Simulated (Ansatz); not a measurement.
`NC1(N)O[SiH2]1`, relaxed with RKS PBE-D4/def2-SVP in the Gaussian-basis code of Ansatz from a rough embedded geometry. The force threshold is 0.03 eV/Å; the program also tests the step.

Total charge 0; spin multiplicity 1.

Start:

```xyz
11

N     0.779    1.230    0.265
C    -0.053    0.092    0.179
N    -1.165    0.246    1.049
O    -0.364   -0.324   -1.062
Si    0.447   -1.597   -0.510
H     1.628    1.118   -0.388
H     0.312    2.014   -0.234
H    -1.913    0.617    0.594
H    -0.903    0.992    1.794
H     1.716   -1.661   -1.249
H    -0.483   -2.727   -0.437
```

Question: How much energy does the relaxation release, and in how many steps? (An estimate is asked.)

Answer: Ansatz gave: 21.87 kcal/mol, in 7 steps, 1 of them rejected.

Question: Which bonds change most? (An estimate is asked.)

Answer: The calculation gave: C2–O4 from 1.345 to 1.471 Å; O4–Si5 from 1.608 to 1.729 Å; N3–H8 from 0.951 to 1.027 Å; N3–H9 from 1.086 to 1.025 Å.

Question: Give the relaxed structure. (Estimate.)

Answer: Ansatz gave: 
```xyz
11

N     0.853    1.252    0.228
C    -0.055    0.159    0.135
N    -1.171    0.251    1.021
O    -0.536   -0.230   -1.199
Si    0.426   -1.516   -0.557
H     1.701    1.098   -0.328
H     0.399    2.115   -0.114
H    -2.001    0.590    0.517
H    -0.962    0.847    1.828
H     1.664   -1.809   -1.361
H    -0.318   -2.758   -0.169
```
